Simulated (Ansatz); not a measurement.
`B[SiH2]C` + CH₃OH → `B[SiH2]OC` + CH₄  (ligand exchange at the Si–C bond)

Gas-phase electronic energies from Ansatz, PBE0-D4/def2-TZVP geometries. CCSD(T)/CBS is the MP2 limit (def2-TZVPP, def2-QZVPP) plus CCSD(T) − MP2 in def2-TZVPP, frozen cores. This one scheme is used for every species. Functionals use def2-TZVPP. One conformer a species, not always the lowest.

`B[SiH2]C`:

Cartesian coordinates in Å:
```
B -0.599 1.131 -1.344
Si 0.639 0.029 -0.207
C -0.156 -0.882 1.227
H -1.784 1.182 -1.180
H -0.149 1.773 -2.249
H 1.720 0.927 0.301
H 1.303 -0.952 -1.121
H -0.927 -1.568 0.869
H 0.582 -1.461 1.785
H -0.628 -0.179 1.918
```

CH₃OH:

Cartesian coordinates in Å:
```
C 0.017 0.049 0.352
O 0.440 -0.393 -0.917
H 0.780 -0.257 1.068
H -0.936 -0.403 0.657
H -0.081 1.140 0.404
H -0.220 -0.136 -1.564
```

`B[SiH2]OC`:

Z-matrix (Å, degrees):
```
Si
O 1 1.649
B 1 1.999 2 111.2
H 1 1.498 2 110.0 3 121.8
H 1 1.498 2 109.9 3 -121.9
C 2 1.407 1 122.1 3 179.9
H 3 1.195 1 123.5 2 0.3
H 3 1.197 1 118.8 2 -179.8
H 6 1.097 2 111.5 1 61.2
H 6 1.097 2 111.5 1 -60.2
H 6 1.091 2 108.4 1 -179.5
```

CH₄:

```xyz
5

C     0.000    0.000    0.000
H     0.262   -0.934    0.496
H    -0.040    0.803    0.736
H    -0.974   -0.103   -0.478
H     0.752    0.235   -0.753
```

```csv
level,ΔE (kJ/mol)
BHLYP,-103.8
HF/CBS(def2),-109.8
```

(1) What does CCSD(T)/CBS give? (An estimate is asked.)

Largest T1 diagnostic among the species: 0.011.

## Answers

(1) The calculation gave: -96.0 kJ/mol. The listed levels differ from it by -7.8, -13.8 kJ/mol.

Leaving LDA and LC-ωPBE aside and taking each functional with its dispersion term where it has one, the values, not all of them listed here, spread over 17.8 kJ/mol, from BHLYP-D4 to PBE-D4. From BLYP to BHLYP (50 % exact exchange), in def2-TZVPP and without D4, ΔE moves by −5.5 kJ/mol.
